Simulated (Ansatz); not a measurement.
**Ligand exchange: SiH(CH3)2Br + SiH3I → SiH(CH3)2(SiH3) + IBr**

Gas-phase species: SiH(CH3)2Br, singlet; SiH3I `[SiH3]I`, singlet; SiH(CH3)2(SiH3), singlet; IBr (iodine monobromide), singlet. The partners trade Br for SiH3: Si–Br and I–SiH3 bonds give way to Si–SiH3 and I–Br.

Shapes, held fixed at every level: PBE0-D4/def2-TZVP. Programs: Ansatz 0.2.0. The zero-point and thermal change to 298 K, harmonic and unscaled (PBE0-D4/def2-TZVP), is -1.5 kJ/mol.

Question: Estimate ΔH(298 K) of this reaction.

Answer: The highest level, CCSD(T)/def2-TZVPP, gives ΔH(298 K) = +232.7 kJ/mol; the levels span +227.9 to +250.4. The column of differences is taken from that level and isn't an error. No measured value is set beside it here. For atoms past krypton def2 sets carry core potentials with scalar relativity. Relativity is left out for Br. Outer-core shells of Br, I are correlated, in sets that cover them unevenly.

| level | kind | ΔH(298 K) (kJ/mol) | less CCSD(T)/def2-TZVPP |
| --- | --- | --- | --- |
| HF/def2-SVP | Hartree–Fock | +248.9 | +16.2 |
| HF/def2-TZVPP | Hartree–Fock | +250.4 | +17.7 |
| BHLYP-D4/def2-TZVPP | global hybrid | +231.8 | -0.9 |
| r2SCAN0-D4/def2-TZVPP | global hybrid | +237.3 | +4.6 |
| wB97M-V/def2-TZVPP | range-separated hybrid | +234.0 | +1.3 |
| wB97X-V/def2-TZVPP | range-separated hybrid | +227.9 | -4.8 |
| CCSD/def2-TZVPP | coupled cluster or CI | +235.3 | +2.6 |
| CCSD(T)/def2-TZVPP | coupled cluster or CI | +232.7 | 0.0 |
